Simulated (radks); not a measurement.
Excited configurations of Dy: one electron is placed in a higher orbital outside [Xe] 4f10 6s1. The ground configuration is [Xe] 4f10 6s2. All-electron calculation, Dirac Kohn-Sham, PBE, spin-unpolarised, spherical densities, finite nucleus; open shells fill j = l - 1/2 first; Fermi nuclear charge, rms radius 5.2218 fm. Program: a radial shooting solver on a logarithmic mesh with Libxc functionals. Excitation = E - E(ground); binding = E(ion) - E, where the ion is the core of charge +1; n* = 1/sqrt(2 binding) in atomic units, and the quantum defect is n - n*.

5d3/2: excitation (eV) 2.536; binding (eV) 3.700; n* 1.918; quantum defect 3.082; eigenvalue (eV) -0.924; <r> (bohr) 3.846
5f5/2: excitation (eV) 5.309; binding (eV) 0.927; n* 3.832; quantum defect 1.168; eigenvalue (eV) -0.429; <r> (bohr) 16.88
6p1/2: excitation (eV) 2.498; binding (eV) 3.737; n* 1.908; quantum defect 4.092; eigenvalue (eV) -1.877; <r> (bohr) 5.415
7d3/2: excitation (eV) 5.309; binding (eV) 0.927; n* 3.832; quantum defect 3.168; eigenvalue (eV) -0.531; <r> (bohr) 21.34
7f5/2: excitation (eV) 5.762; binding (eV) 0.474; n* 5.359; quantum defect 1.641; eigenvalue (eV) -0.290; <r> (bohr) 42.46

The Delta-SCF ionisation energy is 6.235 eV (NIST Atomic Spectra Database: 5.939 eV, measured). Self-interaction in the functional shifts the binding energies and quantum defects, so they are the method's values and not measured ones. Spin polarisation and multiplet splitting are left out, so open shells lie too high by an amount that depends on their filling.

Beside tabulated values, note that spin-unpolarised runs miss the spin-polarisation part of the exchange energy of open shells.
